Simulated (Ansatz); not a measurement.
`CC(C)[NH][Zr]([Cl])([Cl])[NH]C(C)C` at its PBE0-D4/def2-TZVP geometry, where that method's forces vanish. Total charge 0; spin multiplicity 1. Zr takes the def2 core potential.

| atom | x (Å) | y (Å) | z (Å) |
| --- | --- | --- | --- |
| C1 | 0.852 | -1.927 | -0.864 |
| C2 | -0.603 | -2.123 | -1.239 |
| C3 | -1.353 | -2.893 | -0.160 |
| N4 | -1.248 | -0.847 | -1.511 |
| Zr5 | -0.964 | 1.138 | -1.414 |
| Cl6 | -2.938 | 2.066 | -0.467 |
| Cl7 | -0.563 | 1.939 | -3.608 |
| N8 | 0.722 | 1.484 | -0.385 |
| C9 | 1.072 | 1.442 | 1.026 |
| C10 | -0.136 | 1.023 | 1.844 |
| C11 | 1.623 | 2.778 | 1.500 |
| H12 | 0.943 | -1.358 | 0.064 |
| H13 | 1.392 | -1.387 | -1.645 |
| H14 | 1.337 | -2.894 | -0.719 |
| H15 | -0.629 | -2.721 | -2.162 |
| H16 | -2.399 | -3.042 | -0.437 |
| H17 | -1.331 | -2.342 | 0.784 |
| H18 | -0.903 | -3.876 | 0.002 |
| H19 | -2.192 | -1.021 | -1.858 |
| H20 | 1.516 | 1.776 | -0.949 |
| H21 | 1.855 | 0.681 | 1.165 |
| H22 | -0.536 | 0.063 | 1.503 |
| H23 | 0.129 | 0.914 | 2.897 |
| H24 | -0.932 | 1.771 | 1.774 |
| H25 | 0.864 | 3.558 | 1.398 |
| H26 | 2.496 | 3.074 | 0.913 |
| H27 | 1.926 | 2.724 | 2.549 |

Problem. For each bond, give half the difference of the two atoms' forces along it (eV/Å; positive pushes the atoms apart) under PBE-D4, r2SCAN-D4, B3LYP-D4, ωB97M-V in def2-TZVPP. (Best estimate.)

Solution. The calculation gave: 
```
   bond  length (Å)  PBE-D4  r2SCAN-D4  B3LYP-D4  ωB97M-V
  C1–C2       1.516    0.01       0.07      0.14     0.11
 C1–H13       1.092    0.09      -0.03     -0.08    -0.06
 C1–H14       1.092    0.09      -0.04     -0.07    -0.07
  C2–C3       1.523    0.01       0.07      0.14     0.08
  C2–N4       1.455    0.02       0.09      0.12     0.22
 C2–H15       1.100    0.12      -0.07     -0.15    -0.19
 C3–H18       1.093    0.09      -0.04     -0.07    -0.08
 N4–Zr5       2.008    0.07       0.05      0.04    -0.11
 N4–H19       1.020    0.23       0.02     -0.10    -0.05
Zr5–Cl6       2.378   -0.01       0.01      0.11     0.08
 Zr5–N8       2.005    0.04       0.05      0.04    -0.09
  N8–C9       1.454    0.04       0.10      0.14     0.23
 N8–H20       1.017    0.21      -0.01     -0.11    -0.06
C11–H25       1.093    0.11      -0.03     -0.06    -0.06
```

B3LYP here is the variant with VWN-RPA as its local correlation; programs differ in this.

Program: Ansatz 0.2.0.
